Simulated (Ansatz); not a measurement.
C2H7BFN can be A, `BCC(N)F`, or B, `CN(C)BF`.

Gas-phase electronic energies from Ansatz, PBE0-D4/def2-TZVP geometries. CCSD(T)/CBS adds triple-zeta CCSD(T) − MP2 to the extrapolated MP2 energy (def2 sets, frozen cores). Functionals use def2-TZVPP. B3LYP here is the variant with VWN-RPA as its local correlation; programs differ in this. Each species was taken in one conformer, which may not be the lowest.

A:

```xyz
12

B    -1.3901    0.5873    1.2166
C    -0.7329    0.0440   -0.0811
C     0.7540   -0.2039   -0.0281
N     1.2575   -0.7767   -1.2121
F     1.3643    1.0465    0.2497
H    -2.4821    1.0754    1.1755
H    -0.8523    0.4630    2.2788
H    -1.2436   -0.9178   -0.2610
H    -0.9807    0.6549   -0.9578
H     1.0230   -0.8382    0.8217
H     2.2588   -0.9104   -1.1751
H     1.0240   -0.2242   -2.0271
```

B:

Z-matrix (Å, degrees):
```
C
N 1 1.441
H 1 1.096 2 111.0
H 1 1.096 2 111.0 3 119.8
H 1 1.090 2 109.9 3 -120.1
C 2 1.444 1 114.5 3 -60.0
B 2 1.390 1 122.2 3 120.0
H 6 1.096 2 110.8 1 59.7
H 6 1.096 2 110.8 1 -59.9
H 6 1.089 2 110.1 1 179.9
F 7 1.341 2 120.0 1 -180.0
H 7 1.197 2 121.3 1 0.0
```

(1) Which is lower in electronic energy at CCSD(T)/CBS, and by how much? (Best estimate.)

(2) Give E(B) − E(A) in kcal/mol with B3LYP-D4, r2SCAN-D4, PBE-D4, CCSD(T)/def2-TZVPP, MP2/def2-TZVPP, B2PLYP, ωB97M-V. (Best estimate.)

Largest T1 diagnostic: 0.012.

Results:

(1) Computed: B, by 68.9 kcal/mol.

(2) The calculation gave: B3LYP-D4 -69.4, r2SCAN-D4 -68.3, PBE-D4 -67.8, CCSD(T)/def2-TZVPP -69.4, MP2/def2-TZVPP -71.0, B2PLYP -69.8, ωB97M-V -67.6. None reverses the order clearly.

In def2-TZVPP, CCSD(T) changes the Hartree–Fock value by −1.6 kcal/mol (the triples alone add −0.2 kcal/mol) and MP2 by −3.2 kcal/mol.
